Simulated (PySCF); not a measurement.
Computed structure and properties of [Er(NH3)2]3+

System: [Er(NH3)2]3+ (singlet in the valence; each metal's 4f electrons, 11 of them, lie in its core potential, out of spins and levels); start: displaced along the imaginary mode (C1). Method: PySCF 2.14.0, RKS BP86, Er lcecp-1-SVP with ECP57, N def2-SVP, H def2-SVP; non-relativistic Hamiltonian with scalar-relativistic core potentials where named; density fitting; no spin-orbit coupling.

Input of the relaxation:

```python
mol = gto.M(atom='''
Er     0.03389     0.02878     0.00000
N     -0.16071    -0.13648     2.39763
H      0.63198     0.31411     2.92882
H     -1.00187     0.31208     2.84445
H     -0.18671    -1.09886     2.82459
N     -0.16071    -0.13648    -2.39763
H      0.63025    -0.63022    -2.88745
H     -1.00014    -0.62819    -2.80308
H     -0.18671     0.78574    -2.90732''',
    basis={'Er': 'lcecp-1-SVP', 'N': 'def2-SVP', 'H': 'def2-SVP'},
    ecp={'Er': 'lcecp-1-SVP'},
    charge=3, spin=0)
mf = dft.RKS(mol, xc='B88,P86')
mf.grids.atom_grid = (50, 194)  # f atoms: unpruned, at least (60, 302)
mf = mf.density_fit()  # fitting sets: Er AutoAux, N def2-universal-JKFIT, H def2-universal-JKFIT
mf.conv_tol = 1e-08; mf.max_cycle = 55
mf.kernel(dm0)  # dm0: converged density of the start geometry
# quasi-Newton relaxation in Cartesian coordinates to a largest gradient under 0.00045 Eh/bohr, steps kept in the point group
```

Run from Python with OMP_NUM_THREADS=2; the lines above give its settings. Where DIIS fails, smearing, a level shift and second-order steps follow.
It took 73 s on 2 threads of Intel(R) Xeon(R) Platinum 8488C (Sapphire Rapids), on a shared host, from the converged density of the start.

Course of the relaxation:

| step | energy above end (eV) | largest force component within the symmetry (eV/Å) |
| --- | --- | --- |
| 0 | 0.4075 | 0.205 |
| 1 | 0.3935 | 0.234 |
| 2 | 0.3777 | 0.259 |
| 3 | 0.3598 | 0.276 |
| 4 | 0.3400 | 0.284 |
| 5 | 0.3189 | 0.284 |
| 6 | 0.2971 | 0.276 |
| 7 | 0.2753 | 0.261 |
| 14 | 0.0023 | 0.162 |
| 15 | 0.0011 | 0.063 |
| 16 | 0.0004 | 0.034 |
| 17 | 0.0002 | 0.075 |
| 18 | 0.0000 | 0.020 |
| 19 | 0.0000 | 0.012 |
(The steps between are left out.)

Relaxed geometry (C1):

```xyz
9

Er    0.8802    0.7255   -0.0001
N    -0.1382   -0.1201    1.9274
H     0.3604    0.1096    2.8270
H    -1.1182    0.2133    2.1216
H    -0.2383   -1.1665    1.9844
N    -0.1417   -0.1183   -1.9264
H     0.4348   -0.8022   -2.4832
H    -1.0484   -0.6355   -1.7993
H    -0.3912    0.6046   -2.6515
```

| contact | Å |
| --- | --- |
| Er1–N2 (NH3) | 2.338 |
| Er1–N6 (NH3) | 2.338 |

On the finer grid (75, 302):

| Quantity | Value |
| --- | --- |
| HOMO | -24.77 eV |
| LUMO | -19.10 eV |
| Dipole about the centre of mass | 4.10 D |
| Set of Mulliken populations of Er1 outside the core potential | s 2.22, p 6.12, d 0.65, f 0.02 |
| D3(BJ) dispersion energy (not in the energies) | -0.233 eV |

| atom | Mulliken (e) | Löwdin (e) | spin (e) |
| --- | --- | --- | --- |
| Er1 | 1.99 | 1.83 | 0.00 |
| N2 | -0.34 | 0.01 | 0.00 |
| H3 | 0.28 | 0.19 | 0.00 |
| H4 | 0.28 | 0.19 | 0.00 |
| H5 | 0.28 | 0.19 | 0.00 |
| N6 | -0.34 | 0.01 | 0.00 |
| H7 | 0.28 | 0.19 | 0.00 |
| H8 | 0.28 | 0.19 | 0.00 |
| H9 | 0.28 | 0.19 | 0.00 |

The 4f levels lie in the core potential and are missing. Their spin isn't counted.

No frequency check is given for this geometry.

Taking off one NH3 (charge 0, singlet; the rest: singlet) in vacuum, both parts rigid, costs 4.98 eV; the small basis without counterpoise inflates it. Parting with an electron moved from the ligand to the metal can be far cheaper, even downhill.

Rigid scan of NH3 along the line from its metal:

```
distance to N2 (Å)  energy (eV)
              2.04        0.576
              2.14        0.221
              2.24        0.048
              2.34        0.000
              2.44        0.036
              2.54        0.129
              2.74        0.406
```

One start shape was tried, so this needn't be the lowest isomer.

An lcecp potential fixes the number of 4f electrons, so in runs with it no electron can move into or out of that shell.
